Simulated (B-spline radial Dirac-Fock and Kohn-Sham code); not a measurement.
# Ta⁺ in Watson spheres of different radius

The computed values come from a radial atomic solver: Dirac-Fock energy differences between relaxed states, corrected for Breit and QED terms. The ion, [Xe] 4f14 5d3 6s1, sits in a hollow sphere of charge Q = -1, a simple model of the Madelung potential. Inside the sphere an electron's potential energy is raised by the constant 14.40·|Q|/R eV, so binding energies fall by about that much as long as the orbitals stay inside.

```tsv
radius (Å)	14.40 |Q|/R (eV)	1s (eV)	2s (eV)	2p1/2 (eV)	2p3/2 (eV)	3s (eV)	3p1/2 (eV)	3p3/2 (eV)	3d3/2 (eV)	3d5/2 (eV)	4s (eV)	4p1/2 (eV)	4p3/2 (eV)	4d3/2 (eV)	4d5/2 (eV)	4f5/2 (eV)	4f7/2 (eV)	5p1/2 (eV)	5p3/2 (eV)	5d (eV)	6s (eV)
2.4	6.00	67419.0	11696.6	11145.2	9889.4	2723.4	2480.6	2206.7	1802.1	1743.7	580.6	480.1	417.1	251.8	240.3	33.36	31.48	53.22	44.48	8.06	7.62
2.7	5.33	67419.6	11697.2	11145.8	9890.0	2724.0	2481.2	2207.3	1802.7	1744.3	581.2	480.7	417.7	252.4	240.9	33.96	32.08	53.82	45.08	8.67	8.21
```

From the smallest to the largest radius 1s moves by +0.6 eV, while the constant potential alone would give +0.7 eV; the difference comes from charge outside the sphere and its screening.
